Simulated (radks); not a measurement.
Yb28+, 42 electrons, occupied as [Kr] 4d6 (the NIST ground configuration).

All-electron calculation, Dirac Kohn-Sham, LDA (Slater exchange, Perdew-Wang correlation), spin-unpolarised, spherical densities, point nucleus; open shells fill j = l - 1/2 first. Program: a radial shooting solver on a logarithmic mesh with Libxc functionals.

Energy parts (eV):
part                      energy
total                 -372449.92
kinetic                415048.41
electron-nucleus      -881760.30
Hartree                100964.35
exchange-correlation    -6702.38

Orbitals (lengths in bohr, moments of r in powers of bohr; r(90%) holds 90 % of the orbital's charge):
orbital  occ.  eigenvalue (eV)  r(90%)
1s1/2       2        -62104.81  0.0357
2s1/2       2        -11345.39   0.129
2p1/2       2        -10869.15   0.114
2p3/2       4        -9823.733   0.124
3s1/2       2        -3318.032   0.316
3p1/2       2        -3109.381   0.308
3p3/2       4        -2884.784   0.327
3d3/2       4        -2531.008   0.299
3d5/2       6        -2481.852   0.304
4s1/2       2        -1350.658   0.644
4p1/2       2        -1263.610   0.651
4p3/2       4        -1200.186   0.682
4d3/2       4        -1056.699   0.691
4d5/2       2        -1043.499   0.699

The highest occupied level is 4d5/2 at -1043.5 eV. For comparison, the ionisation energy in NIST's Atomic Spectra Database is 1065 eV (theoretical). In exact Kohn-Sham theory the highest level is minus the ionisation energy, but local and semilocal functionals leave it too shallow, through self-interaction and a potential that decays too fast; potentials with the right tail come closer. Summed over all electrons, <r^2> = 4.426 bohr^2, which gives a Langevin (diamagnetic) susceptibility term of -3.51 x 10^-6 cm^3/mol.

Beside tabulated values, note that spin-unpolarised runs miss the spin-polarisation part of the exchange energy of open shells.
